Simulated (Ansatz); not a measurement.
The cluster Si₃B⁻ (the lowest singlet isomer of a short search), 4 atoms. Hardware: 2 threads of Arm Neoverse V2 on a shared host.

Correlated methods freeze 16 core orbitals.

Problem. How many basis functions does each of these Ansatz runs have, and roughly what does it cost? PBE0-D4/def2-TZVPD, charge -1 singlet, relaxation, 5 steps; PBE-QIDH/def2-TZVPD, charge -1 quintet, energy, from earlier orbitals; PBE-QIDH/def2-TZVPD, charge -1 triplet, energy, from earlier orbitals; BHLYP-D4/def2-TZVPD, charge -1 singlet, energy, from earlier orbitals; r2SCAN-D4/def2-TZVPD, charge -1 unrestricted singlet, energy, from earlier orbitals; ωB97X-V/def2-TZVPD, charge -1 singlet, energy, from earlier orbitals; PBE0-D4/def2-SVP, charge -1 quintet, energy with a search over starts; CCSD(T)/def2-TZVPPD, charge 0 doublet at the geometry of the charge -1 singlet, energy, from earlier orbitals; PBE0-D4/def2-SVP, charge -1 unrestricted singlet, energy with a search over starts; PBE0-D4/def2-SVPD, charge -1 singlet, energy, from earlier orbitals; PBE-D4/def2-TZVPD, charge -1 singlet, energy, from earlier orbitals; CCSD(T)/def2-TZVPPD, charge -1 singlet, energy, from earlier orbitals.

Solution. Other jobs shared the machine, so times can vary by a factor of up to 3. A dash marks memory too small to be measured apart from the calling script's.

| run | functions | fitting or Cholesky vectors | wall time | peak host memory (GiB) |
| --- | --- | --- | --- | --- |
| PBE0-D4/def2-SVPD, charge -1 singlet, energy, from earlier orbitals | 92 | 894 | 1 s | – |
| PBE-D4/def2-TZVPD, charge -1 singlet, energy, from earlier orbitals | 166 | 990 | 1.9 s | – |
| PBE0-D4/def2-SVP, charge -1 unrestricted singlet, energy with a search over starts | 68 | 644 | 1.9 s | – |
| BHLYP-D4/def2-TZVPD, charge -1 singlet, energy, from earlier orbitals | 166 | 1146 | 3.1 s | – |
| PBE0-D4/def2-SVP, charge -1 quintet, energy with a search over starts | 68 | 644 | 3.5 s | – |
| ωB97X-V/def2-TZVPD, charge -1 singlet, energy, from earlier orbitals | 166 | 1017 | 7.5 s | – |
| PBE-QIDH/def2-TZVPD, charge -1 triplet, energy, from earlier orbitals | 166 | 1013 | 9.5 s | – |
| PBE-QIDH/def2-TZVPD, charge -1 quintet, energy, from earlier orbitals | 166 | 1015 | 12 s | – |
| PBE0-D4/def2-TZVPD, charge -1 singlet, relaxation, 5 steps | 166 | 1053 | 12 s | – |
| CCSD(T)/def2-TZVPPD, charge -1 singlet, energy, from earlier orbitals | 181 | 1081 | 18 s | 1.5 |
| r2SCAN-D4/def2-TZVPD, charge -1 unrestricted singlet, energy, from earlier orbitals | 166 | 990 | 21 s | – |
| CCSD(T)/def2-TZVPPD, charge 0 doublet at the geometry of the charge -1 singlet, energy, from earlier orbitals | 181 | 1081 | 67 s | 3.5 |
